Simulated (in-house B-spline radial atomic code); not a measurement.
KLI/ALDAx excitations of neutral calcium

Method: KLI/ALDAx. Computed with a B-spline radial code for spherical atoms: linear response of the closed shell [Ar] 4s2 with the adiabatic LDA exchange kernel on the exchange-only KLI potential; scalar-relativistic (spin-free one-electron X2C), finite nucleus, no spin-orbit coupling, no double excitations, S, P, D and F terms only; shells from n = 2 respond.

Command:
```bash
python run_td.py task.json out
```
Settings (radii: box in bohr, nucleus in fm):
```
Z                        20
electrons                20
configuration            [Ar] 4s2
hamiltonian              x2c
method                   kli
box_radius               75
rms_radius               3.4776
intervals                115
```

Run time, properties included: 1 s on 1 thread of Intel(R) Xeon(R) Platinum 8488C (Sapphire Rapids), on a shared host.

The lowest states, in the order of their Tamm-Dancoff energies; the method's threshold (minus the highest occupied level) is 5.329 eV. Labels give the largest channel, * marks a mixed state, and oscillator strengths are full-response dipole values. Measured ¹D terms are left out, since they can mix with doubly excited terms. Semilocal kernels can invert the small singlet-triplet splittings of Rydberg terms. Energies in eV:

```tsv
state	full response	Tamm-Dancoff	oscillator strength	measured (J-weighted term)
4s → 3d 3D	?	?	-	?
4s → 4p 3P	1.037	1.359	-	1.892
4s → 3d 1D	1.993	2.004	-	-
4s → 4p 1P	?	?	?	?
4s → 5s 3S	3.136	3.156	-	3.910
4s → 5s 1S	3.521	3.535	-	4.131
4s → 4d 3D	3.746	3.758	-	4.681
4s → 5p 3P	3.749	3.767	-	4.534
4s → 4d 1D	3.845	3.847	-	-
4s → 5p 1P	4.032	4.086	0.173	4.554
```

Where does 4s → 4p 1P lie?

At 2.842 eV in full response, 2.997 eV in Tamm-Dancoff, oscillator strength 1.71; measured 2.933 eV.

Where does 4s → 3d 3D lie?

At 1.131 eV in full response, 1.295 eV in Tamm-Dancoff; measured 2.524 eV.

How large is the singlet-triplet splitting of 4s → 3d (D terms) in Tamm-Dancoff?

0.709 eV, from the unrounded values.

What polarisabilities and dispersion coefficient does the method give?

Dipole 171.1 bohr³, quadrupole 4155 bohr⁵, C6 2443 hartree·bohr⁶ for two such species. Recommended dipole value: 160.8 ± 4 bohr³ (Schwerdtfeger and Nagle, table of static dipole polarizabilities (2023 update)), which includes relativity and correlation.
